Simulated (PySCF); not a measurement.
Si(Me)2(OH)(PH2) (C2H9OPSi), SMILES C[Si](C)(O)P. Geometry: PBE-D3(BJ)/def2-SVP. The values are those of a single conformer.

Level of theory: PySCF 2.14.0 with PBE-D3(BJ)/def2-SVP.

Harmonic wavenumbers (cm⁻¹): 93, 124, 149, 157, 160, 169, 209, 232, 256, 421, 600, 621, 661, 664, 719, 754, 771, 780, 842, 897, 1045, 1211, 1217, 1375, 1375, 1383, 1389, 2304, 2323, 2965, 2969, 3058, 3062, 3078, 3079, 3756. Rotational constants (GHz): 3.218, 2.032, 1.980; symmetry number 1.

Q: Work out the zero-point energy and the ideal-gas rigid-rotor harmonic-oscillator thermochemistry at 298.15 K and 1 atm.

A: ZPE = ½ Σ hcν = ½ × 44868 cm⁻¹ = 268.37 kJ/mol. H − E(el) = 296.48 kJ/mol. Entropy in J/(mol K): translation 167.16, rotation 115.52, vibration 110.91, total 393.58. G − E(el) = 179.14 kJ/mol. Cp = 147.28 J/(mol K). Modes under 150 cm⁻¹ make the vibrational entropy uncertain.
